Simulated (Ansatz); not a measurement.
Start from `[Cl][Ti]([Cl])([Cl])[Br]` and change one atom or group to get `C=C[O][Ti]([Cl])([Cl])[Cl]`.

Ansatz, PBE0-D4/def2-TZVP geometries, multiplicity 1. Each molecule was computed in one conformer, which needn't be the lowest.

Scalar relativity is left out up to krypton.

```tsv
property	`[Cl][Ti]([Cl])([Cl])[Br]`
HOMO energy (B3LYP/def2-TZVPP) / eV	-8.89
size of the dipole moment (ωB97M-V/def2-TZVPP) / D	0.06
HOMO–LUMO gap (PBE/def2-TZVPP) / eV	3.37
size of the dipole moment (PBE/def2-TZVPP) / D	0.18
LUMO energy (PBE0/def2-TZVPP) / eV	-3.73
HOMO–LUMO gap (B3LYP/def2-TZVPP) / eV	4.96
```

Question: Give the same properties after the change, and the shifts. (Estimate.)

Answer: Computed: 
```
                                          property  `C=C[O][Ti]([Cl])([Cl])[Cl]`  shift
               HOMO energy (B3LYP/def2-TZVPP) / eV                         -7.65   1.24
size of the dipole moment (ωB97M-V/def2-TZVPP) / D                          2.69   2.63
               HOMO–LUMO gap (PBE/def2-TZVPP) / eV                          2.86  -0.51
    size of the dipole moment (PBE/def2-TZVPP) / D                          2.90   2.72
                LUMO energy (PBE0/def2-TZVPP) / eV                         -3.13   0.60
             HOMO–LUMO gap (B3LYP/def2-TZVPP) / eV                          4.31  -0.65
```

With PBE0 the HOMO rises by 1.30 eV and the LUMO rises by 0.60 eV, so the gap narrows by about 0.70 eV. PBE moves the HOMO by 1.12 eV and ωB97M-V by 1.26 eV. Dipoles are sizes alone; their direction can turn.

B3LYP here is the variant with VWN-RPA as its local correlation; programs differ in this.

Spin–orbit coupling is left out; it splits and shifts lone-pair levels of the heavy atoms by tenths of an eV.
